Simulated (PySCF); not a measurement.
Geometry:
```tsv
atom	x (Å)	y (Å)	z (Å)
N1	3.740	-0.504	-0.308
C2	2.592	-0.319	-0.330
C3	1.178	-0.077	-0.357
C4	0.718	1.256	-0.360
C5	-0.668	1.452	-0.386
C6	-1.557	0.390	-0.407
C7	-1.140	-1.000	-0.404
O8	-1.937	-1.960	-0.423
C9	0.301	-1.163	-0.378
H10	1.422	2.089	-0.342
H11	-1.059	2.476	-0.389
H12	-2.638	0.567	-0.427
H13	0.689	-2.185	-0.376
```

Total charge -1.

Geometry: PBE0-D3(BJ)/def2-SVP; GIAO shifts from PySCF 2.14, gas phase, non-relativistic, averaged over equivalent atoms.

At wB97X-D/pcSseg-1 (173 basis functions, 42 s wall time on 1 thread of an Arm Neoverse N1, shared host):
```csv
atoms,δ (ppm)
N1,289.0
C7,178.4
C5,134.0
C2,131.5
C6,130.4
C9,130.1
C3,117.2
C4,104.5
O8,352.1
H11,6.47
H13,6.13
H12,6.00
H10,5.42
```

δ = σ(ref) − σ, references computed at the same level: 15N (263.98 ppm) vs NH3; 13C (184.54 ppm) and 1H (31.38 ppm) against TMS; H2O for 17O (333.19 ppm).

Predict the values at PBE0/pcSseg-1 on the same geometry.

Answers


```tsv
atoms	δ at PBE0/pcSseg-1	change
N1	291.7	+2.7
C7	175.4	-3.0
C5	132.0	-2.0
C2	131.1	-0.4
C6	131.0	+0.6
C9	129.5	-0.6
C3	114.7	-2.5
C4	104.3	-0.2
O8	367.2	+15.1
H11	6.45	-0.02
H13	6.09	-0.04
H12	6.00	+0.00
H10	5.44	+0.02
```

Shifts are taken against calculated references (same method and geometry level): NH3 for 15N (σref 265.67); 13C (σref 184.41), 1H (σref 31.27) vs TMS; H2O for 17O (σref 334.56).

The largest change is at O8 (oxygen bonded to C). Cost: 173 basis functions, 47 s wall time on 1 thread of an Arm Neoverse N1, shared host. The order of the carbon signals is the same at both levels.

Unscaled 17O shifts of doubly bonded oxygen tend to come out too high, by tens of ppm or more. Experimental scales use liquid or dissolved standards, which lie at an offset from isolated NH3 (liquid NH3: subtract about 20 ppm) and H2O (liquid H2O: subtract about 36 ppm). Unscaled 15N shifts of sp2 nitrogen come out 20 to 40 ppm too high even then.
